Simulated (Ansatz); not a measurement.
C₃H₅I, SMILES `C=CCI` at its PBE0-D4/def2-TZVP geometry, where that method's forces vanish. The species carries charge 0 and has multiplicity 1. I takes the def2 core potential.

```json
{"atom": "C1", "x (Å)": "0.547", "y (Å)": "-0.518", "z (Å)": "1.232"}
{"atom": "C2", "x (Å)": "-0.064", "y (Å)": "0.359", "z (Å)": "0.445"}
{"atom": "C3", "x (Å)": "-0.096", "y (Å)": "0.250", "z (Å)": "-1.026"}
{"atom": "I4", "x (Å)": "-2.109", "y (Å)": "-0.119", "z (Å)": "-1.732"}
{"atom": "H5", "x (Å)": "1.050", "y (Å)": "-1.389", "z (Å)": "0.826"}
{"atom": "H6", "x (Å)": "0.563", "y (Å)": "-0.394", "z (Å)": "2.308"}
{"atom": "H7", "x (Å)": "-0.572", "y (Å)": "1.216", "z (Å)": "0.877"}
{"atom": "H8", "x (Å)": "0.499", "y (Å)": "-0.579", "z (Å)": "-1.402"}
{"atom": "H9", "x (Å)": "0.183", "y (Å)": "1.174", "z (Å)": "-1.528"}
```

Q: For each bond, give half the difference of the two atoms' forces along it (eV/Å; positive pushes the atoms apart) under PBE-D4, r2SCAN-D4, B3LYP-D4, ωB97M-V in def2-TZVPP. (Best estimate.)

A: Ansatz gave: 
| bond | length (Å) | PBE-D4 | r2SCAN-D4 | B3LYP-D4 | ωB97M-V |
| --- | --- | --- | --- | --- | --- |
| C1–C2 | 1.327 | 0.40 | 0.21 | 0.09 | -0.11 |
| C1–H5 | 1.085 | 0.02 | -0.07 | -0.07 | -0.03 |
| C1–H6 | 1.083 | 0.00 | -0.07 | -0.09 | -0.05 |
| C2–C3 | 1.475 | -0.20 | -0.06 | 0.08 | 0.38 |
| C2–H7 | 1.087 | 0.05 | -0.06 | -0.11 | -0.11 |
| C3–I4 | 2.166 | 0.26 | 0.28 | 0.35 | -0.16 |
| C3–H8 | 1.087 | 0.12 | -0.06 | -0.12 | -0.11 |
| C3–H9 | 1.088 | 0.10 | -0.06 | -0.13 | -0.12 |

B3LYP here is the variant with VWN-RPA as its local correlation; programs differ in this.
